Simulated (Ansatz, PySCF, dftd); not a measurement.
Species: C₂HO, charge 0, doublet. C2HO (SMILES C#C[O], doublet).
B3LYP-D3(BJ)/def2-TZVP minimum from Ansatz (a program for electronic structure):
```xyz
4

C      1.2163    -0.0661    -0.3300
C     -0.0160    -0.0137     0.0400
O     -1.1687     0.1087     0.2066
H      2.1478    -0.3907     0.0874
```
Charge 0, spin multiplicity 2.

Quantity: enthalpy of formation at 298 K (by atomisation, with ideal-gas terms from PySCF's Hessian at B3LYP-D3(BJ)/def2-TZVP and the atoms' measured values of the G2/97 table; no spin-orbit terms), in kJ/mol. Open shells are spin-unrestricted; no spin-orbit coupling. Cores are frozen in correlated methods. Rows without X2C or -DK are non-relativistic. CBS(X,Y): correlation extrapolated as X^-3, Hartree-Fock from the larger set. A bracket is a step between two methods taken in the basis named. The functionals are non-relativistic, so their misses hold any scalar relativity. '+ core + X2C': CCSD(T) terms for core correlation (cc-pwCVTZ) and scalar relativity (cc-pVTZ-DK). For partners of very few electrons the exact lower level stands in for a higher one. The UHF reference of C2HO (C#C[O], doublet) is spin-contaminated (<S^2> up to 0.07 over the pure value in the sets run).

Measured: 42.5 kcal/mol, 178.0 kJ/mol (Active Thermochemical Tables 1.112 (ions: stationary electron), as tabulated in the package chemicals); atomic spin-orbit terms, which the calculations lack, would raise the computed values.

```tsv
level	program	enthalpy of formation at 298 K (kJ/mol)	error against that value
HF/aug-cc-pVDZ	Ansatz	795.9	617.9
HF/cc-pVQZ	Ansatz	761.4	583.4
PBE-D3(BJ)/def2-TZVPD	Ansatz + dftd3	50.0	-128.0
PBE-D4/def2-TZVPD	Ansatz + dftd4	50.2	-127.8
PBE/def2-TZVPD	Ansatz	54.2	-123.8
B3LYP/def2-TZVPD	Ansatz	164.1	-13.9
MP2/aug-cc-pVDZ	Ansatz	260.9	82.9
MP2/aug-cc-pVTZ	Ansatz	166.0	-12.0
CCSD/cc-pVDZ	Ansatz	378.3	200.3
CCSD/cc-pVQZ	Ansatz	260.9	82.9
CCSD(T)/cc-pVTZ	Ansatz	241.3	63.3
CCSDT(Q)/aug-cc-pVDZ	Ansatz	329.9	151.9
CCSD(T)/CBS(cc-pVTZ,cc-pVQZ) + [CCSDT(Q) - CCSD(T)]/cc-pVTZ + core + X2C	Ansatz	175.5	-2.5
```
